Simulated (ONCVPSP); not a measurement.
Sn (Z = 50): from the effect back to the setting (ONCV)

Base potential:

```json
{
  "Element": "tin",
  "Generator": "ONCVPSP 4.0.1",
  "Type": "optimised norm-conserving Vanderbilt (ONCV)",
  "Functional": "PBEsol",
  "Relativity": "scalar-relativistic",
  "Frozen core": "[Kr] 4d10",
  "Valence charge": "4",
  "Reference configuration": "5s2 5p2",
  "Partial waves": "5s: rc 2.20 bohr, ncon 4, nbas 8, qcut 2.5 1/bohr, 1 projector; 5p: rc 2.85 bohr, ncon 3, nbas 6, qcut 3.5 1/bohr, 3 projectors, debl 0.4 Ha",
  "Local potential": "polynomial inside 2.10 bohr (lpopt 5, dvloc0 0 Ha)",
  "Core correction": "polynomial model core, fcfact 0.55"
}
```

Cutoffs, loose and tight: the cutoffs (Ha) at which the residual kinetic energy of the hardest occupied pseudo-wave falls to 1 and 0.1 mHa per electron. They do not see the model core or the augmentation charge, which bear on the density cutoff. Test errors are all-electron minus pseudo excitation energies from the reference, over the configurations 5s2 5p1; 5s2 5p0; 5s1 5p0; 5s1 5p3; variants that change the core or the reference have their own tests.

Only the qcut of the s channel is moved (1 further runs of the sweep failed or gave no value and are left out):

```json
{"qcut of the s channel (1/bohr)": "1.7", "cutoff, loose": "32 Ha", "cutoff, tight": "38 Ha", "bound ghosts": "none", "largest test error (meV)": "-356"}
{"qcut of the s channel (1/bohr)": "1.9", "cutoff, loose": "31 Ha", "cutoff, tight": "37 Ha", "bound ghosts": "none", "largest test error (meV)": "-356"}
{"qcut of the s channel (1/bohr)": "2.4", "cutoff, loose": "29 Ha", "cutoff, tight": "36 Ha", "bound ghosts": "none", "largest test error (meV)": "-370"}
{"qcut of the s channel (1/bohr)": "3.3", "cutoff, loose": "5.9 Ha", "cutoff, tight": "29 Ha", "bound ghosts": "none", "largest test error (meV)": "-392"}
```

Q: One more run gave cutoff, loose: 20 Ha; cutoff, tight: 35 Ha; bound ghosts: none; largest test error (meV): -378. Which value of the qcut of the s channel was used?

A: 2.7 1/bohr. The loose cutoff moves one way along this sweep, from 32 Ha at 1.7 to 5.9 Ha at 3.3 1/bohr, which places the run between 2.4 and 3.3 1/bohr.
